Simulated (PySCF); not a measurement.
Molecule: Sn(H)3(Vi), SMILES C=[CH][SnH3], singlet. Atoms near the plane z = 0.0 Å, at the B3LYP/def2-SVP optimised geometry (x, y, z in Å): Sn1 (0.1, -1.8, 0.0), C2 (-0.7, 0.2, 0.0), C3 (-1.5, 0.7, -1.0), H4 (1.8, -1.8, 0.0), H7 (-0.4, 0.9, 0.8), H9 (-1.8, 1.8, -0.9).

Calculation: B3LYP/def2-TZVP, def2 effective core potentials past Kr in PySCF. The core electrons that the potentials of Sn replace are not part of the density. Cells within 0.4 Å of a nucleus heavier than hydrogen are left out (blank, or x). The values are rescaled to run from 0 to 1.

```
|2222222222222222222222222222222|
|2222222222222222222222222222222|
|2222222222222222222222222222222|
|2222222222222222222222222222222|
|2222222222222222222222222222222|
|2222222222222222222222222222222|
|2222222222222222222222222222222|
|2222222222222222222222222222222|
|2222222222112222222222222222222|
|2222222221111122222222222222222|
|2222222221111122222222222222222|
|2222222221112222222222222222222|
|2222222222333322222222222222222|
|222222223467xx21122222222222222|
|222222223457xxx1222222222222222|
|222222222333xx63222222222222222|
|2222222222235985322222222222222|
|2222222222235775422222222222222|
|2222222222234554322222222222222|
|2222222222223321122333322222222|
|2222222222222214112455422222222|
|222222222222220xx21579732222222|
|22222222222222xxx41589832222222|
|222222222222221xx12466422222222|
|2222222222222222222344322222222|
|2222222222222222222233222222222|
|2222222222222222222222222222222|
|2222222222222222222222222222222|
|2222222222222222222222222222222|
|2222222222222222222222222222222|
|2222222222222222222222222222222|
```
Scale: ten equal steps from 0.000 (start of '0') to 1.00 (end of '9'), in the order '0123456789'; x runs from -4.00 to 4.00, y from -4.00 (bottom) to 4.00 (top).

Q: Which quantity is mapped?
(A) log10 of the electron density
(B) deformation density (molecule minus spherical neutral atoms)
(C) Laplacian of the electron density
(D) an orbital amplitude

A: B, deformation density (molecule minus spherical neutral atoms). In full: deformation density (molecule minus spherical neutral atoms) (e/bohr³).
